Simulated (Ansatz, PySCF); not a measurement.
Caution: the restricted solution is unstable towards spin-unrestricted or complex orbitals, so a lower solution exists and this singlet may not be the ground state. This singlet is an excited state, 0.67 eV above the relaxed triplet at the level B3LYP/cc-pVTZ // PBE0-D3(BJ)/def2-TZVP (Ansatz, a program for electronic structure).

```xyz
4

C     -0.7727     0.4638     0.0050
C      0.5358     0.0631     0.0014
N      1.6925    -0.1305     0.0006
H     -1.4556    -0.3964    -0.0070
```

Charge 0, multiplicity 1.

**Question.** Give the Mulliken and meta-Löwdin atomic charges from PBE0-D3(BJ)/def2-TZVP (PySCF 2.14.0).

**Answer.** 
```json
[
 {"atom": "C1", "Mulliken (e)": "-0.04", "meta-Löwdin (e)": "-0.14"},
 {"atom": "C2", "Mulliken (e)": "-0.12", "meta-Löwdin (e)": "0.10"},
 {"atom": "N3", "Mulliken (e)": "-0.01", "meta-Löwdin (e)": "-0.13"},
 {"atom": "H4", "Mulliken (e)": "0.17", "meta-Löwdin (e)": "0.17"}
]
```
